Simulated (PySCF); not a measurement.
**Adding and removing an electron: GeP**

ROHF-CCSD(T); basis Ge def2-SVP, P def2-SVP; no relativity; PySCF 2.14. Neutral (ROHF): doublet (π ↑), Re = 2.173 Å, ωe = 468 cm⁻¹, De = 2.64 eV.

GeP⁺ (UHF): triplet (π ↑↑), Re = 2.327 Å, ωe = 375 cm⁻¹, De = 2.09 eV to Ge⁺ + P. The energies at the minima are -2416.01297 hartree for GeP and -2415.70759 for GeP⁺.

(1) Work out the adiabatic ionisation energy, without and with harmonic zero-point energies (1 hartree = 27.2114 eV, 1 eV = 8065.5 cm⁻¹), and the change of the bond length.

Correlated steps freeze 14 core orbitals. UHF and ROHF references stand side by side, which adds small steps between rows. Correlated levels converge slowly with the basis: in double zeta they bind strong bonds too weakly, by up to about 1 eV, and carry superposition errors of some tenths. Spin–orbit coupling is left out. For an ion De counts to the pair picked by the measured ionisation energies or electron affinities, which need not be the lowest pair at this level. States were picked by a PBE0 search and need not be the measured ground states.

Neutral and ion stand on different kinds of reference determinant, which adds to the error of the difference.

Answers

(1) At CCSD(T): 0.30538 hartree = 8.310 eV between the minima; the zero-point term (375.0 − 468.0)/2 cm⁻¹ = -0.006 eV makes it 8.304 eV. Re changes by +15.4 pm against the neutral. The electron leaves a π orbital, and the longer bond of the ion fits a bonding orbital, or a change in how ionic the bond is.
